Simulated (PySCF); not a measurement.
Harmonic spectrum computed at PBE0 in the def2-TZVP basis family (core potentials from Rb on, PySCF, no spin–orbit coupling):

```
ω (cm⁻¹)  IR (km/mol, summed over degenerate members)  degeneracy
     510                                         35.6           1
     534                                         57.1           2
    1110                                          0.0           1
    1446                                          417           2
```

Question: Which molecule gave it? In each, all ligands are bound to the one heavy central atom.
A. TeO₃ (singlet)
B. SO₃ (singlet)
C. SeO₃ (singlet)
D. TcO₃ (doublet)

Answer: B. It has D3h symmetry with S–O 1.419 Å (×3).
